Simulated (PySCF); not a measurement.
Molfile (atoms numbered from 1):
```
C2H10Si2
     RDKit          3D

 14 13  0  0  0  0  0  0  0  0999 V2000
   -0.7115    1.5866   -0.8277 C   0  0  0  0  0  0  0  0  0  0  0  0
   -0.2567    0.1481    0.3386 Si  0  0  0  0  0  4  0  0  0  0  0  0
   -1.2540   -1.3820   -0.2100 C   0  0  0  0  0  0  0  0  0  0  0  0
    2.0216   -0.2775    0.3007 Si  0  0  0  0  0  4  0  0  0  0  0  0
   -1.7787    1.7907   -0.8202 H   0  0  0  0  0  0  0  0  0  0  0  0
   -0.4280    1.3680   -1.8540 H   0  0  0  0  0  0  0  0  0  0  0  0
   -0.2022    2.5010   -0.5369 H   0  0  0  0  0  0  0  0  0  0  0  0
   -0.7494    0.5172    1.6824 H   0  0  0  0  0  0  0  0  0  0  0  0
   -2.3237   -1.1918   -0.2024 H   0  0  0  0  0  0  0  0  0  0  0  0
   -0.9855   -1.6893   -1.2173 H   0  0  0  0  0  0  0  0  0  0  0  0
   -1.0690   -2.2269    0.4470 H   0  0  0  0  0  0  0  0  0  0  0  0
    2.4049   -1.3830    1.1848 H   0  0  0  0  0  0  0  0  0  0  0  0
    2.8193    0.8785    0.7222 H   0  0  0  0  0  0  0  0  0  0  0  0
    2.5122   -0.6399   -1.0344 H   0  0  0  0  0  0  0  0  0  0  0  0
  1  2  1  0
  2  3  1  0
  2  4  1  0
  1  5  1  0
  1  6  1  0
  1  7  1  0
  2  8  1  0
  3  9  1  0
  3 10  1  0
  3 11  1  0
  4 12  1  0
  4 13  1  0
  4 14  1  0
M  END
```

No solvent model, one averaged value for each set of equivalent atoms, non-relativistic Hamiltonian, one computed conformer. GFN2-xTB structure; PBE0/pcSseg-1 with gauge-including orbitals; PySCF.

References, each an isolated molecule treated in the same way: TMS for ¹³C and ¹H and ²⁹Si.

```csv
atoms,nucleus,count,δ (ppm)
H5/H6/H7/H9/H10/H11,¹H,6,0.22
Si2,²⁹Si,1,?
H8,¹H,1,4.38
C1/C3,¹³C,2,?
H12/H13/H14,¹H,3,3.32
Si4,²⁹Si,1,-117.3
```

Task: Fill in the missing shifts.

Result: 
- C1/C3: -3.5 ppm, methyl carbon bonded to Si; an electropositive neighbour leaves it electron-rich and shielded
- Si2: -46.9 ppm, silicon bonded to 2 C, Si, H

Shifts are as computed. Against solution values, carbons near 30 ppm lie about +3 ppm off and those near 130 ppm about +5 ppm. Of 1211 compounds with measured shifts, 218 miss one by over three times the rms of a fit or turn the order of signals round; such compounds aren't used in these exercises.
